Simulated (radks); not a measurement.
The numbers below are computed, except where a source is named.
Spherical quantum dot in the effective-mass picture: electrons in a hard-walled sphere of radius 10.8, all in effective atomic units (hartree* = m*/eps^2 hartree, bohr* = eps/m* bohr), one dielectric constant everywhere. Level of theory: non-relativistic Kohn-Sham, LDA (Slater exchange, Perdew-Wang correlation), spin-polarised, spherical densities (a radial shooting solver with Libxc functionals). Levels are named by radial order and angular momentum (1s, 1p, 1d, 2s, ...), and open shells are averaged over m. Results are scaled to m* = 0.183 and eps = 5.2, for which hartree* = 184.2 meV and bohr* = 1.504 nm. Each electron was tried in the lowest free levels, single moves between levels near the top were tried too, and the lowest total energy was kept; such a search can miss a lower state. At N = 1 the Hartree and exchange-correlation terms need not cancel, so that row can carry a self-interaction error.

N        open shells  2S  E (meV)  addition energy mu(N+1) - mu(N) (meV)  e(HOMO) (meV)  rms radius (nm)
1   1s(up 1, down 0)   1  7.64039                                  23.50         17.727            8.849
2               none   0  38.7805                                  25.83         41.243            9.715
3   1p(up 1, down 0)   1  95.7533                                  19.80         66.792            10.40
4   1p(up 2, down 0)   2  172.527                                  20.08         86.793            10.80
5   1p(up 3, down 0)   3  269.378                                  23.81         106.91            11.08
6   1p(up 3, down 1)   2  390.040                                  19.49         130.36            11.29
7   1p(up 3, down 2)   1  530.189                                  19.66         149.96            11.47
8               none   0  689.995                                  26.47         169.66            11.62
9   1d(up 1, down 0)   1  876.267                                  19.42         195.97            11.76
10  1d(up 2, down 0)   2  1081.96                                  19.45         215.41            11.89
11  1d(up 3, down 0)   3  1307.10                                  19.47         234.87            12.00
12  1d(up 4, down 0)   4  1551.71                                  19.47         254.34            12.09
13  1d(up 5, down 0)   5  1815.78                                  23.36         273.81            12.18
14  1d(up 5, down 1)   4  2103.22                                  19.16         297.00            12.25
15  1d(up 5, down 2)   3  2409.81                                  19.19         316.18            12.32
16  1d(up 5, down 3)   2  2735.60                                  19.22         335.39            12.39
17  1d(up 5, down 4)   1  3080.60                                  19.23         354.61            12.45
18              none   0  3444.83                                  27.66         373.84            12.50
19  1f(up 1, down 0)   1  3836.71                                  19.08         401.43            12.56
20  1f(up 2, down 0)   2  4247.68                                  19.09         420.51            12.61
21  1f(up 3, down 0)   3  4677.74                                  19.09         439.61            12.66
22  1f(up 4, down 0)   4  5126.89                                  19.09         458.70            12.70
23  1f(up 5, down 0)   5  5595.13                                  19.09         477.79            12.75
24  1f(up 6, down 0)   6  6082.46                                  19.08         496.87            12.79
25  1f(up 7, down 0)   7  6588.87                                  23.04         515.95            12.82
26  1f(up 7, down 1)   6  7118.32                                  18.90         538.90            12.86
27  1f(up 7, down 2)   5  7666.67                                  18.91         557.81            12.89
28  1f(up 7, down 3)   4  8233.93                                  18.92         576.72            12.93
29  1f(up 7, down 4)   3  8820.12                                  18.92         595.65            12.96
30  1f(up 7, down 5)   2  9425.23                                  18.93         614.57            12.99
31  1f(up 7, down 6)   1  10049.3                                  18.92         633.50            13.01
32              none   0  10692.2                                  29.06         652.42            13.04
33  1g(up 1, down 0)   1  11364.2                                  18.84         681.44            13.07
34  1g(up 2, down 0)   2  12055.1                                  18.84         700.28            13.10
35  1g(up 3, down 0)   3  12764.8                                  18.84         719.12            13.12
36  1g(up 4, down 0)   4  13493.4                                  18.84         737.96            13.15
37  1g(up 5, down 0)   5  14240.7                                  18.83         756.79            13.17
38  1g(up 6, down 0)   6  15006.9                                  18.83         775.62            13.19
39  1g(up 7, down 0)   7  15792.0                                  18.83         794.45            13.21
40  1g(up 8, down 0)   8  16595.8                                  18.82         813.27            13.24
41  1g(up 9, down 0)   9  17418.5                                  22.81         832.09            13.26
42  1g(up 9, down 1)   8  18264.0                                  18.71         854.84            13.28
43  1g(up 9, down 2)   7  19128.2                                      -         873.56            13.29

All shells are closed at N = 2, 8, 18, 32 (there: 1s2 1p6 1d10 1f14); the second difference of the energy has clear peaks (12 % above both neighbours; the first and last values, which can be the largest, are not judged, and half-filled shells can peak too) at N = 5, 8, 13, 18, 25, 32, 41.
